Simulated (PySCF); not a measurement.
C4H3BrO.
SMILES: `Brc1ccco1`

A linear-response calculation (PySCF, def2-SVPD basis, gas phase, vertical, core orbitals frozen in the response) gave these numbers; the functional is withheld.

Orbital energies (eV): HOMO-3 -9.15, HOMO-2 -8.46, HOMO-1 -8.22, HOMO -6.47, LUMO -0.42, LUMO+1 -0.31, LUMO+2 0.55.

| state | E (eV) | f | main configurations (H = HOMO, L = LUMO) |
| --- | --- | --- | --- |
| S1 | 5.11 | 0.0001 | H→L+1 (98%) |
| S2 | 5.76 | 0.274 | H→L (97%) |
| S3 | 6.10 | 0.014 | H→L+2 (99%) |
| S4 | 6.49 | 0.011 | H→L+3 (66%), H-1→L (33%) |
| S5 | 6.72 | 0.0032 | H→L+4 (92%) |
| S6 | 6.92 | 0.0063 | H→L+5 (86%) |

Triplets (Tamm–Dancoff): T1 3.88 eV, H→L (94%); T2 4.67 eV, H→L+1 (95%); T3 5.26 eV, H→L+3 (61%), H-1→L (32%); T4 6.03 eV, H→L+2 (98%).

Vertical ionisation energy by ΔSCF with the same functional: 8.63 eV. Mean static polarisability: 70.2 au.

Question: Name the functional.
A. B3LYP
B. PBE
C. CAM-B3LYP
D. HF

Answer: A. B3LYP is a global hybrid with 20% exact exchange. In this run −ε(HOMO) = 6.47 eV differs from the ΔSCF value by -2.16 eV, and S1 differs from the orbital gap of 6.04 eV by -0.94 eV. The ratio −ε(HOMO)/IP is 0.75. Usual ranges for neutral molecules in this basis: 0.67 to 0.83 with B3LYP, 0.5 to 0.7 with PBE, 0.85 to 0.93 with CAM-B3LYP; with Hartree–Fock the ratio is 1 or more (Koopmans' value less the relaxation energy is the ΔSCF value).

Level of theory: TDDFT B3LYP/def2-SVPD, vertical, gas phase, core orbitals frozen in the response in PySCF 2.14.0, density-fitted response routines. Isolated species at its PBE0-D3(BJ)/def2-SVP geometry, gas phase. Relativistic effects, spin–orbit coupling among them, are left out although an element past zinc is present.
